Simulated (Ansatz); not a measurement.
Cost and result up the ladder for Cu(PH3)(SH) (CuPH₄S) (7 atoms). The state is a singlet with charge 0. Geometry: PBE-D4/def2-TZVP.

```csv
atom,x (Å),y (Å),z (Å)
Cu1,-0.5336,-0.3594,0.6697
P2,0.9824,0.2253,-0.7600
H3,0.7307,0.1247,-2.1567
H4,2.2328,-0.4514,-0.7483
H5,1.4917,1.5539,-0.7647
S6,-1.9828,-0.9778,2.1124
H7,-2.9212,-0.1152,1.6476
```

Ansatz on 4 threads of Arm Neoverse V2 on a shared host. Times are rough, and most runs start from the orbitals of an earlier one. ωB97M-V/def2-TZVP serves as the yardstick here, not as an exact answer. Differences are given only for rows in sets of like size (and for xTB, whose basis is part of the method), since another set adds its own error. Binding counts from free atoms at the same level (Cu doublet, P quartet, H doublet, S triplet; other spins of the atoms weren't run), without zero-point energy or a counterpoise term.

The 6-31G sets use Cartesian d functions. B3LYP takes the VWN-RPA correlation. Correlated methods freeze 19 core orbitals.

Correlated methods converge slowly with the basis.

```json
{"level": "HF/6-31G", "functions": "63", "wall time": "0.25 s", "binding energy per atom (eV)": "1.54", "difference from ωB97M-V/def2-TZVP (eV)": "–"}
{"level": "LDA (SPW92)/def2-TZVP", "functions": "143", "wall time": "0.55 s", "binding energy per atom (eV)": "3.09", "difference from ωB97M-V/def2-TZVP (eV)": "0.39"}
{"level": "PBE-D4/def2-SVP", "functions": "87", "wall time": "0.55 s", "binding energy per atom (eV)": "2.72", "difference from ωB97M-V/def2-TZVP (eV)": "–"}
{"level": "B3LYP-D4/6-31G", "functions": "63", "wall time": "0.65 s", "binding energy per atom (eV)": "2.49", "difference from ωB97M-V/def2-TZVP (eV)": "–"}
{"level": "PBE0-D4/def2-SVP", "functions": "87", "wall time": "0.75 s", "binding energy per atom (eV)": "2.63", "difference from ωB97M-V/def2-TZVP (eV)": "–"}
{"level": "PBE-D4/def2-TZVP", "functions": "143", "wall time": "0.85 s", "binding energy per atom (eV)": "2.70", "difference from ωB97M-V/def2-TZVP (eV)": "0.01"}
{"level": "MP2/def2-TZVP", "functions": "143", "wall time": "0.85 s", "binding energy per atom (eV)": "2.52", "difference from ωB97M-V/def2-TZVP (eV)": "-0.17"}
{"level": "HF/def2-TZVP (with forces)", "functions": "143", "wall time": "1 s", "binding energy per atom (eV)": "1.74", "difference from ωB97M-V/def2-TZVP (eV)": "-0.95"}
{"level": "PBE0-D4/def2-TZVP", "functions": "143", "wall time": "1.3 s", "binding energy per atom (eV)": "2.63", "difference from ωB97M-V/def2-TZVP (eV)": "-0.06"}
{"level": "r2SCAN-D4/def2-TZVP", "functions": "143", "wall time": "2 s", "binding energy per atom (eV)": "2.71", "difference from ωB97M-V/def2-TZVP (eV)": "0.01"}
{"level": "r2SCANh-D4/def2-TZVP", "functions": "143", "wall time": "2.2 s", "binding energy per atom (eV)": "2.67", "difference from ωB97M-V/def2-TZVP (eV)": "-0.02"}
{"level": "ωB97M-V/def2-TZVP", "functions": "143", "wall time": "4.3 s", "binding energy per atom (eV)": "2.69", "difference from ωB97M-V/def2-TZVP (eV)": "0.00"}
{"level": "B97M-V/def2-TZVP", "functions": "143", "wall time": "4.6 s", "binding energy per atom (eV)": "2.71", "difference from ωB97M-V/def2-TZVP (eV)": "0.01"}
{"level": "CCSD(T)/def2-TZVPP", "functions": "204", "wall time": "31 s", "binding energy per atom (eV)": "2.58", "difference from ωB97M-V/def2-TZVP (eV)": "-0.11"}
```
